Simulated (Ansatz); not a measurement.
PBE exchange is replaced step by step with exact exchange (0 % is PBE, 25 % PBE0; no dispersion term), basis def2-TZVP, Ansatz. System: the cluster Al₂Ga (the lowest doublet isomer of a short search). Charge 0, multiplicity 2. Geometry: B3LYP-D4/def2-TZVP, each spin state at its own.

The relaxed quartet has other bonds than the doublet, so its gap is one between isomers.

Geometry of the doublet:

```xyz
3

Al   -0.640    0.351    1.280
Al    1.291   -0.708   -0.040
Ga   -0.651    0.357   -1.240
```

At PBE with 35 % exact exchange/def2-TZVP, PBE with 50 % exact exchange/def2-TZVP the charge 0 doublet is spin-contaminated (final ⟨S²⟩ up to 1.03, 0.75 for a pure state). The structure comes from a short search, and lower isomers may exist.

HOMO and LUMO are taken over both spins.

| exact exchange (%) | HOMO (eV) | LUMO (eV) | gap (eV) | ⟨S²⟩ | quartet − doublet (kJ/mol) |
| --- | --- | --- | --- | --- | --- |
| 5 | -4.32 | -3.53 | 0.79 | 0.769 | 17.3 |
| 10 | -4.46 | -3.39 | 1.07 | 0.774 | 15.7 |
| 15 | -4.59 | -3.26 | 1.33 | 0.778 | 14.1 |
| 25 | -4.87 | -3.02 | 1.85 | 0.790 | 11.0 |
| 35 | -5.17 | -2.76 | 2.41 | 0.850 | 7.9 |
| 50 | -5.64 | -2.35 | 3.29 | 1.026 | 4.1 |

**Question.** Fit a straight line to the column «quartet − doublet (kJ/mol)» against the share of exact exchange and predict its value at 0 %.

**Answer.** With x = exact exchange (%) and y = quartet − doublet (kJ/mol): mean x = 23.33, mean y = 11.68; Σ(x − x̄)(y − ȳ) = -424.2, Σ(x − x̄)² = 1433; slope b = -0.296, intercept a = ȳ − b·x̄ = 18.59. The residuals of the fitted rows reach 0.3. At x = 0 the line gives 18.59 + (-0.296 × 0) = 18.6; the run gave 18.8, 0.2 more than the line.
